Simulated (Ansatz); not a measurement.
Consider the substitution at a C–Sn bond: `C[CH2][SnH]([F])[F]` + `OB(F)F` → `CCOB(F)F` + `[F][SnH2][F]`.

Calculated with Ansatz (gas phase, PBE0-D4/def2-TZVP geometries, no zero-point term in ΔE). CCSD(T)/CBS adds triple-zeta CCSD(T) − MP2 to the extrapolated MP2 energy (def2 sets, frozen cores). This one scheme is used for every species. DFT in def2-TZVPP. B3LYP here is the variant with VWN-RPA as its local correlation; programs differ in this. Elements past krypton have def2 core potentials. For Sn outer-core shells are correlated without core-valence functions, which leaves a few kJ/mol of doubt a bond. One conformer a species, not always the lowest.

Task: Is it downhill or uphill in electronic energy at CCSD(T)/CBS, and by how much? (Best estimate.)

Result: Ansatz gave: Uphill: ΔE = +19.0 kcal/mol.

Task: What do these levels give: PBE-D4, revPBE-D4, CAM-B3LYP-D4, B2PLYP, PBE, B3LYP, r2SCAN0, BHLYP, HF/def2-SVP, CCSD/def2-SVP, CCSD(T)/def2-TZVPP, HF/def2-QZVPP? (An estimate is asked.)

Result: The calculation gave: PBE-D4 17.4, revPBE-D4 17.2, CAM-B3LYP-D4 14.8, B2PLYP 16.8, PBE 17.0, B3LYP 15.5, r2SCAN0 16.7, BHLYP 14.6, HF/def2-SVP 10.7, CCSD/def2-SVP 13.2, CCSD(T)/def2-TZVPP 17.6, HF/def2-QZVPP 12.4 kcal/mol.

Largest T1 diagnostic among the species: 0.014.

From BLYP to BHLYP (50 % exact exchange), in def2-TZVPP and without D4, ΔE moves by −1.1 kcal/mol. Leaving LDA and LC-ωPBE aside and taking each functional with its dispersion term where it has one, the values, not all of them listed here, spread over 3.3 kcal/mol, from B97M-V to PBE-QIDH. LDA lies −1.6 kcal/mol from PBE without D4.
